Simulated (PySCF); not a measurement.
Removing an electron from cyclo-(Cl2SnSe)2

Compound: cyclo-(Cl2SnSe)2.
Structure used (PBE0-D3(BJ)/def2-SVP), in Å, numbered top down from 1:
```xyz
8
Cl4Se2Sn2 angstrom
Sn    -0.703   -0.619    1.326
Cl    -1.652   -2.727    1.641
Cl    -1.052    0.535    3.318
Se    -1.707    0.593   -0.662
Sn     0.739    0.597   -1.349
Cl     1.096   -0.550   -3.344
Cl     1.675    2.712   -1.647
Se     1.742   -0.627    0.633
```

Level: PBE0/def2-SVPD (PySCF). Frontier orbitals with their largest atomic shares (Löwdin; up to four atoms above 4 %):

| orbital | ε (eV) | main atoms |
| --- | --- | --- |
| HOMO−3 | -9.33 | Se4 16 %, Se8 16 %, Cl6 15 %, Cl3 15 % |
| HOMO−2 | -8.92 | Se4 36 %, Se8 36 %, Sn1 7 %, Sn5 7 % |
| HOMO−1 | -8.50 | Se8 36 %, Se4 36 %, Sn1 6 %, Sn5 6 % |
| HOMO | -8.10 | ? |
| LUMO | -3.65 | Se8 26 %, Se4 26 %, Sn5 12 %, Sn1 11 % |
| LUMO+1 | -3.56 | Sn1 14 %, Sn5 14 %, Se8 14 %, Se4 14 % |
| LUMO+2 | -1.58 | Sn5 20 %, Sn1 20 %, Se4 16 %, Se8 16 % |

What vertical ionisation energy does ΔSCF give, and how far is −ε(HOMO) from it?

ΔSCF: 9.67 eV (933 kJ/mol; threshold wavelength 128 nm); ⟨S²⟩ of the doublet left behind is 0.761, against 0.75 for a pure doublet. −ε(HOMO) is 8.10 eV, 1.57 eV below it. In exact Kohn–Sham theory the two would be equal; PBE0 (global hybrid, 25 % exact exchange) falls short of its own ΔSCF value by 16 %. Holes in the HOMO−1 and HOMO−2 were tried too where these lie within 1.2 eV of the HOMO; the lowest converged state counts.

On which atoms does the HOMO lie?

Se4 (selenium bonded to 2 Sn) 43 %, Se8 (selenium bonded to 2 Sn) 43 %, Sn1 (tin bonded to 2 Cl and 2 Se) 4 %, Sn5 (tin bonded to 2 Cl and 2 Se) 4 %. The HOMO−1 lies 0.40 eV lower.

And the vertical electron affinity, the fundamental gap, Mulliken's electronegativity and the hardness (with the factor ½)?

EA = 2.22 eV by ΔSCF (−ε(LUMO) = 3.65 eV). IE − EA = 7.45 eV against an orbital gap of 4.45 eV; (IE + EA)/2 = 5.95 eV; (IE − EA)/2 = 3.72 eV. Parr's electrophilicity index (IE + EA)²/[8(IE − EA)] is 2.37 eV.

What total energies stand behind the ΔSCF value?

E(N) = -7070.53020 Eh and E(N − 1) = -7070.17476 Eh at the same geometry, 0.35544 Eh apart. With one more electron, E(N + 1) = -7070.61169 Eh.

What kinetic energy would electrons from this vertical process carry with He I light (21.218 eV)?

21.22 − 9.67 = 11.55 eV.

The lowest singlet excitation (vertical TDDFT, same level) lies at 3.17 eV. How far is it below IE − EA?

IE − EA = 7.45 eV, so by 4.28 eV.

Shift the occupied levels rigidly so that −ε(HOMO) equals the ΔSCF value. What binding energies result?

The shift is +1.57 eV: HOMO 9.67, HOMO−1 10.07, HOMO−2 10.49, HOMO−3 10.90 eV. A rigid shift is only a rough guide to the deeper ionisations.

One conformer (not necessarily the lowest) at the PBE0-D3(BJ)/def2-SVP geometry, without solvent, vibrations or thermal averaging. Atoms past krypton carry effective core potentials; spin–orbit coupling is left out. The calculation is non-relativistic apart from the core potentials, for selenium too.

These values come from a run that also computed excited states and ΔSCF ions. Time: 6.6 min wall (grids of density and orbitals included); peak memory 1.5 GiB. Hardware: Arm Neoverse V1, one thread (shared host).
